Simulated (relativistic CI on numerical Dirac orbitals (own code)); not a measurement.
**What each ingredient does to the levels of W60+**

Base calculation: Dirac-Coulomb-Breit CI, orbitals from a KLI potential per configuration, model QED, unscaled Slater integrals.

CI space (outside the closed core [Ne]): 3s2 3p2, 3s2 3p 3d, 3s 3p3, 3s2 3d2, 3p4, 3s 3p2 3d, 3p2 3d2, 3s 3p 3d2, 3p3 3d, 3s2 3d 4s, 3s2 3d 4p, 3s 3p 3d 4s, 3p3 4s, 3s2 3p 4s, 3s 3p 3d 4p, 3p3 4p. Levels of other configurations are missing.

Variants: (1) valence Slater integrals scaled by 0.9; (2) only the first 3 configurations. Shifts of the energy above 3s2 3p2 3P_0, in eV, for the lowest level and the first level of each name with at least 55 % of one term (blank where a level changes its place among those of its configuration and J or its character, or is not in the variant):

| Level | Base | Δ(1) | Δ(2) |
| --- | --- | --- | --- |
| 3s2 3p2 3P_0 | 0.00 | 0.00 | 0.00 |
| 3s2 3p2 3P_1 | 347.75 | +1.30 | +0.39 |
| 3s2 3p2 1D_2 | 357.29 | +0.34 | +0.74 |
| 3s2 3p 3d 3F°_2 | 568.41 | +2.06 | -1.58 |
| 3s2 3p2 3P_2 | 712.19 | +1.19 | +2.80 |
| 3s2 3p2 1S_0 | 732.88 | -0.72 | +4.20 |
| 3s 3p3 3D°_3 | 874.45 | +2.57 | -1.20 |
| 3s 3p3 3P°_0 | 886.01 | +1.94 | +0.01 |
| 3s2 3p 3d 3P°_0 | 960.32 | -1.50 | +0.77 |
| 3s2 3p 3d 3F°_4 | 1010.54 | +2.12 | -0.10 |
| 3s2 3p 3d 3D°_3 | 1044.08 | -1.50 | +1.62 |
| 3s2 3p 3d 1P°_1 | 1054.24 | -2.32 | +0.98 |
| 3s 3p2 3d 5D_0 | 1066.49 | +4.82 |  |
| 3s 3p2 3d 3P_0 | 1154.06 | -1.80 |  |
| 3s 3p2 3d 3G_5 | 1171.14 | +2.51 |  |

At this charge energies of transitions that change n are usually good to better than 1 %, and those within a shell (Δn = 0) to a few per cent.

Ionisation energy from the two ground configurations alone: base 6584.24 eV. The NIST ASD value (semi-empirical) is 6596 eV.

LS names give the leading component of a level, which can be under half, so a name can repeat, a term be missing and a line seem to break the LS rules.
